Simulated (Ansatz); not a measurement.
Molecule: PrCl3 (charge 0, triplet). The spin state was set by rule; other spins were not relaxed. 
Structure (B3LYP-D3(BJ)/def2-TZVP (Ansatz, an electronic-structure program) minimum search):
SMILES: [Cl][Pr]([Cl])[Cl]
```xyz
4

Pr     0.0779    -0.0746    -0.1944
Cl    -2.2115    -1.1755    -0.0770
Cl     0.0353     2.4410    -0.5644
Cl     1.9060    -1.0067     1.3162
```
Charge 0, spin multiplicity 3.

Parts of the frozen-core correlation energy in def2-SVP (Ansatz, hartree). Frozen orbitals: 28; correlated occupied orbitals by spin: 14 and 12; virtual: 90 and 92. Open shells are spin-unrestricted. No spin-orbit coupling. Past Kr the def2 sets carry scalar-relativistic core potentials.

| term | value |
|---|---|
| reference (HF) | -1893.73292 |
| MP2 opposite-spin | -0.32476 |
| MP2 same-spin | ? |
| CCSD correlation | ? |
| (T) | ? |
| T1 diagnostic | 0.053 |
| largest doubles amplitude | 0.398 |
| <S^2> of the reference | 2.002 |

**Question.** Fill in the missing entries.

**Answer.** 
- MP2 same-spin, value: -0.12788
- CCSD correlation, value: -0.49359
- (T), value: -0.01236
